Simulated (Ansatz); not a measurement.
`OB(O)Cl` + H₂S → `OB(O)S` + HCl  (ligand exchange at a B–Cl bond)

Calculated with Ansatz (gas phase, PBE0-D4/def2-TZVP geometries, no zero-point term in ΔE). CCSD(T)/CBS adds triple-zeta CCSD(T) − MP2 to the extrapolated MP2 energy (def2 sets, frozen cores). This one scheme is used for every species. DFT in def2-TZVPP. One conformer a species, not always the lowest.

| level | ΔE (kJ/mol) |
| --- | --- |
| r2SCAN-D4 | 31.3 |
| B97M-V | 32.5 |
| BHLYP-D4 | 33.2 |
| CCSD(T)/def2-TZVPP | 30.5 |

(1) What does CCSD(T)/CBS give? (Best estimate.)

Largest T1 diagnostic among the species: 0.012.

## Answers

(1) Computed: +29.9 kJ/mol. The listed levels differ from it by 1.4, 2.6, 3.3, 0.6 kJ/mol.

Leaving LDA and LC-ωPBE aside and taking each functional with its dispersion term where it has one, the values, not all of them listed here, spread over 5.9 kJ/mol, from revPBE-D4 to BHLYP-D4. In def2-TZVPP, CCSD(T) changes the Hartree–Fock value by −7.8 kJ/mol (the triples alone add −1.1 kJ/mol) and MP2 by −7.4 kJ/mol.
